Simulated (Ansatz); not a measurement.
The cluster Li7H7⁺, relaxed as a doublet with UKS PBE-D4/def2-TZVP in Ansatz, starting from the GFN1-xTB geometry. Force threshold 0.02 eV/Å.

In the doublet, H12 and H13 lie 0.76 Å apart (atoms count from 1), so H2 has formed as a molecule. Another isomer (doublet) lies 0.20 eV lower at PBE0-D4/def2-TZVP; other spin states weren't run for this one.

Start:

```xyz
14

Li    0.026    2.187   -2.008
Li   -0.127    0.183   -0.800
Li    2.662   -0.661    1.938
Li    2.604    0.251   -0.742
Li   -2.389    0.698   -0.225
Li    2.093   -2.222    0.247
Li   -0.070   -1.241    1.530
H    -1.083   -0.229    0.651
H     1.413   -1.923    1.913
H    -1.451    1.415   -1.523
H     3.313   -0.865    0.297
H    -4.097    0.378    0.327
H    -4.211    0.902   -0.244
H     1.319    1.126   -1.361
```

```json
{"step": "1", "energy (eV)": "-1538.0656", "largest force component (eV/Å)": "0.726", "SCF passes": "14"}
{"step": "2", "energy (eV)": "-1538.4420", "largest force component (eV/Å)": "0.191", "SCF passes": "17"}
{"step": "3", "energy (eV)": "-1538.4941", "largest force component (eV/Å)": "0.136", "SCF passes": "15"}
{"step": "4", "energy (eV)": "-1538.5054", "largest force component (eV/Å)": "0.043", "SCF passes": "15"}
{"step": "5 (rejected)", "energy (eV)": "-1538.4989", "largest force component (eV/Å)": "0.091", "SCF passes": "15"}
{"step": "6", "energy (eV)": "-1538.5105", "largest force component (eV/Å)": "0.049", "SCF passes": "15"}
{"step": "7", "energy (eV)": "-1538.5117", "largest force component (eV/Å)": "0.052", "SCF passes": "12"}
{"step": "8 (rejected)", "energy (eV)": "-1538.4924", "largest force component (eV/Å)": "0.154", "SCF passes": "15"}
{"step": "9", "energy (eV)": "-1538.5132", "largest force component (eV/Å)": "0.053", "SCF passes": "15"}
{"step": "10", "energy (eV)": "-1538.5134", "largest force component (eV/Å)": "0.029", "SCF passes": "11"}
{"step": "11", "energy (eV)": "-1538.5136", "largest force component (eV/Å)": "0.004", "SCF passes": "12"}
```

Force components are those of the run's own axes.

End:

```xyz
14

Li    0.072    2.187   -1.948
Li   -0.033   -0.095   -0.894
Li    2.605   -0.507    2.005
Li    2.792    0.263   -1.073
Li   -2.247    0.766   -0.060
Li    2.159   -2.200    0.221
Li   -0.325   -1.623    1.499
H    -1.094   -0.323    0.665
H     1.382   -1.761    1.857
H    -1.302    1.295   -1.406
H     3.198   -0.658    0.358
H    -4.252    0.570    0.389
H    -4.290    0.932   -0.275
H     1.335    1.155   -1.337
```

Bonds lost: Li5–H12, Li5–H13 (atoms count from 1).

No frequencies were taken in this run, so the end may be a saddle point.

Run time 29 s (4 threads of Intel Xeon on a shared host).
